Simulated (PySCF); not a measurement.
## How methods differ on the excitation energy of Be

Be [He] 2s2 (1S) → Be [He] 2s1 3s1, s spin flipped, as a difference of total energies. Calculation: PySCF 2.14, in aug-cc-pVTZ with one added diffuse shell each of s, p, d, f type (6s5p4d3f, 62 functions); the non-relativistic Hamiltonian (point nucleus). Correlated levels: valence: 1s2 frozen. The calculations carry no spin-orbit coupling.

```tsv
method	excitation energy (eV)
UHF	0.000
LDA	0.000
PBE	0.000
PBE0	0.000
r2SCAN	0.000
wB97X-V	0.000
BHandHLYP	0.000
MN15	0.000
BP86	0.000
MP2 (valence)	0.000
SCS-MP2 (valence)	0.000
```

The upper determinant mixes two multiplicities, so it lies between the two terms.

The promoted electron is Rydberg-like, and one or two diffuse shells describe it only roughly, which tends to raise the upper state.
